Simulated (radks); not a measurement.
Task: The mean radii <r> (bohr) of the occupied orbitals of an atom or ion are listed with their occupations. Calculated with a radial shooting solver on a logarithmic mesh with Libxc functionals: Dirac Kohn-Sham, PBE, spin-unpolarised, spherical densities, point nucleus.

orbital  occ.      <r>
1s1/2       2  0.04148
2s1/2       2   0.1832
2p1/2       2   0.1573
2p3/2       4   0.1613
3s1/2       2   0.5299
3p1/2       2   0.5330
3p3/2       4   0.5435
3d3/2       4   0.5517
3d5/2       6   0.5555
4s1/2       2    1.474
4p1/2       2    1.667
4p3/2       1    1.696
5p1/2       2    4.553

Name the element and its charge. Open shells, if any, fill j = l - 1/2 first.

Result: Z = 36, krypton, charge +1: Kr+ in [Ar] 3d10 4s2 4p3 5p2. The 1s radius gives Z: for a bare nucleus <r> = (2 gamma + 1)/(2Z) with gamma = sqrt(1 - (Z/c)^2), 0.04069 bohr for Z = 36, and screening makes it slightly larger (0.04148 here). The occupations add up to 35, and the charge is Z minus that.
